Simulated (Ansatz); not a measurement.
`F[SiH](F)[NH][GeH3]` + `[SH][GeH3]` → `F[SiH](F)[S][GeH3]` + `[NH2][GeH3]`  (ligand exchange at the Si–N bond)

Isolated molecules relaxed with PBE0-D4/def2-TZVP in Ansatz; ΔE leaves out vibrations. CCSD(T)/CBS adds triple-zeta CCSD(T) − MP2 to the extrapolated MP2 energy (def2 sets, frozen cores). Functionals use def2-TZVPP. For Ge outer-core shells are correlated without core-valence functions, which leaves a few kJ/mol of doubt a bond. Scalar relativity is left out up to krypton. Each species was taken in one conformer, which may not be the lowest.

| level | ΔE (kcal/mol) |
| --- | --- |
| PBE0-D4 | 2.7 |
| B2PLYP | 4.9 |
| PBE0 | 3.0 |
| HF/def2-TZVPP | 7.8 |
| CCSD/def2-TZVPP | 5.9 |
| HF/def2-QZVPP | 8.1 |
| HF/CBS(def2) | 8.1 |
| MP2/CBS(def2) | 3.5 |

(1) What does CCSD(T)/CBS give? (Estimate.)

Largest T1 diagnostic among the species: 0.012.

Answers

(1) The calculation gave: +4.3 kcal/mol. The listed levels differ from it by -1.6, 0.6, -1.3, 3.5, 1.6, 3.8, 3.8, -0.8 kcal/mol.

From PBE to PBE0 (25 % exact exchange), in def2-TZVPP and without D4, ΔE moves by +1.1 kcal/mol. In def2-TZVPP, CCSD(T) changes the Hartree–Fock value by −2.6 kcal/mol (the triples alone add −0.7 kcal/mol) and MP2 by −3.5 kcal/mol.
